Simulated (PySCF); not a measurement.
Si(H)(I)2(OMe) (CH4I2OSi), SMILES CO[SiH](I)I. Atoms are numbered in the order given.

```xyz
9

Si    -0.5250    -0.0807     0.7360
I     -0.4244     1.8026    -0.8615
I      1.4167    -1.5496     0.5116
O     -1.8554    -1.0013     0.4383
C     -3.1969    -0.5657     0.3059
H     -0.5297     0.5052     2.0986
H     -3.8172    -1.4430     0.0731
H     -3.5679    -0.1086     1.2402
H     -3.2988     0.1691    -0.5111
```

The structure is a stationary point at B3LYP-D3(BJ)/def2-SVP. The def2 effective core potentials stand for the cores of I; spin–orbit coupling is left out. Other conformers were not sampled.

The numbers are results of B3LYP-D3(BJ)/def2-SVP run with PySCF, not measurements.

Frequencies are harmonic and unscaled.

| mode | ν (cm⁻¹) | IR (km/mol) | Raman (Å⁴/amu) | depolarisation | moving atoms (share of kinetic energy) |
|---|---|---|---|---|---|
| 1 | 56 | 3.3 | 0.9 | 0.75 | C 32 %, H 25 %, O 25 %, Si 11 % |
| 2 | 82 | 0.2 | 4.3 | 0.59 | I 82 %, Si 9 % |
| 3 | 97 | 0.3 | 0.3 | 0.55 | H 84 % |
| 4 | 110 | 1.5 | 2.0 | 0.74 | C 36 %, H 33 %, I 18 %, O 10 % |
| 5 | 195 | 4.5 | 4.8 | 0.24 | O 36 %, I 25 %, C 19 %, Si 14 % |
| 6 | 257 | 4.4 | 1.5 | 0.75 | O 55 %, Si 13 %, H 12 %, C 10 %, I 9 % |
| 7 | 334 | 26.1 | 11.2 | 0.11 | Si 73 %, I 14 % |
| 8 | 425 | 122.8 | 3.7 | 0.64 | Si 76 %, I 9 %, H 8 % |
| 9 | 754 | 266.6 | 11.2 | 0.70 | H 89 % |
| 10 | 764 | 16.5 | 10.6 | 0.59 | H 40 %, O 25 %, Si 19 %, C 16 % |
| 11 | 815 | 189.1 | 15.3 | 0.27 | H 62 %, Si 26 % |
| 12 | 1143 | 286.8 | 3.4 | 0.75 | O 44 %, C 32 %, H 21 % |
| 13 | 1173 | 1.3 | 2.3 | 0.69 | H 77 %, C 18 % |
| 14 | 1202 | 107.7 | 2.3 | 0.67 | H 57 %, O 21 %, C 21 % |
| 15 | 1472 | 4.8 | 15.3 | 0.73 | H 92 % |
| 16 | 1473 | 8.3 | 12.5 | 0.75 | H 96 % |
| 17 | 1477 | 7.7 | 14.6 | 0.71 | H 93 % |
| 18 | 2248 | 81.2 | 178.3 | 0.19 | H 97 % |
| 19 | 3008 | 59.4 | 137.9 | 0.02 | H 97 % |
| 20 | 3086 | 24.5 | 51.8 | 0.75 | H 90 %, C 10 % |
| 21 | 3130 | 18.8 | 115.6 | 0.54 | H 90 %, C 10 % |
